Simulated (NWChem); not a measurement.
System: BH3; SMILES B

```xyz
4

B      0.0000     0.0000     0.0000
H      0.8531     0.8531     0.0000
H     -1.1653     0.3123     0.0000
H      0.3123    -1.1653     0.0000
```
Atoms are numbered in this order, from 1.

Results from NWChem. Pople sets run with spherical d functions. Geometry: optimised at PBE0/def2-SVP.

Problem. Taking B3LYP/aug-cc-pVTZ as the yardstick, which of these has the fewest basis functions while keeping “highest occupied level (eV)” within 0.1 eV of it: B3LYP/6-31+G*; B3LYP/def2-TZVP; B3LYP/3-21G; B3LYP/6-31G*; B3LYP/6-311++G**; B3LYP/def2-SVPD; B3LYP/def2-SVP; B3LYP/STO-3G?

Solution. B3LYP/3-21G (a larger set in the list lies outside the tolerance).
| level | basis functions | highest occupied level (eV) |
|---|---|---|
| B3LYP/STO-3G | 8 | -8.54 |
| B3LYP/3-21G | 15 | -9.68 |
| B3LYP/6-31G* | 20 | -9.53 |
| B3LYP/6-31+G* | 24 | -9.68 |
| B3LYP/def2-SVP | 29 | -9.62 |
| B3LYP/6-311++G** | 43 | -9.70 |
| B3LYP/def2-SVPD | 44 | -9.70 |
| B3LYP/def2-TZVP | 49 | -9.70 |
| B3LYP/aug-cc-pVTZ | 115 | -9.70 |

The yardstick is one finite set, not the basis-set limit.
